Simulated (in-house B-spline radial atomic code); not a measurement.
Results of a calculation; reference values are marked as such.
**Stopping and range of 20 keV Mg in Ge**

The pair potential comes from two frozen, spherical free-atom densities (PBE, B-spline radial code, scalar-relativistic past argon): electrostatics plus the change in Thomas-Fermi kinetic and Dirac exchange energy where they overlap, the recipe behind the universal ZBL potential, which averages such potentials (from solid-state densities) over many pairs. It is written V = (Z1 Z2 e²/r) φ(r/a), with e² = 14.3996 eV·Å and a = 0.46850 Å/(Z1^0.23 + Z2^0.23); ZBL's fit is φ = 0.18175 e^(−3.1998x) + 0.50986 e^(−0.94229x) + 0.28022 e^(−0.4029x) + 0.02817 e^(−0.20162x). Where φ falls below 4e-4 it is continued as an exponential.

The target is taken as amorphous, with density 5.3234 g/cm³ (NSM archive of the Ioffe Institute); channelling is ignored. Masses: Mg 24.3, Ge 72.63 u. Nuclear stopping is S_n = 4π a Z1 Z2 e² M1/(M1 + M2) × s_n(ε), with s_n integrated over impact parameters for each pair. Electronic stopping is Lindhard and Scharff's S_e = Z1^(1/6) 8π e² a0 Z1 Z2/(Z1^(2/3) + Z2^(2/3))^(3/2) × v/v0, with a0 = 0.529177 Å and v = v0 at 24.801 keV/u; it misses the oscillations with Z1 seen in experiment, which reach tens of per cent. Compounds add by atom fraction.

```tsv
target atom	a (Å)	ε at this energy	s_n, this pair	s_n, ZBL potential
Ge	0.11742	0.3182	0.3722	0.3506
```

What are the atom density and the stopping powers at entry?

N = 5.3234 × 0.602214/72.63 = 0.04414 atoms/Å³. For Ge: S_n = 2045 × 0.3722 = 761.2 eV·Å², S_e = 2.3901 × √20000 = 338 eV·Å². Averaged over the target's atoms and times N × 10 Å/nm, the ion loses N S_n = 336 eV/nm to recoils and N S_e = 149 eV/nm to electrons; the nuclear share is 69 %.

Along the track:

```tsv
E (keV)	N S_n (eV/nm)	N S_e (eV/nm)
1	178	33.4
3	255	57.8
6	299	81.7
10	323	105
15	334	129
20	336	149
```

Estimate the path length and the projected range.

With continuous slowing down the path is the integral of dE/(N (S_n + S_e)). Trapezoids over the table give 48.4 nm, and the stretch below the first row, with stopping taken as √E, adds 2E/(N S) = 9.4 nm: 57.8 nm in all, against 56 nm on a fine grid from 5 eV. Deflections shorten the depth: to first order in the energy passed on, N (S_n + S_e) dR_p/dE = 1 − N S_n (M2/M1) R_p/(2E), summed over the target's atoms, and integrating this on the fine grid gives R_p = 21.7 nm, 0.39 of the path. Lindhard's rule of thumb R/(1 + M2/3M1), with mean M2/M1 = 2.99, gives 28.1 nm; it is meant for M2/M1 below about 2. On the ZBL potential the same equation gives 22.7 nm, and the full integral equation, which keeps hard collisions, 24.4 nm.
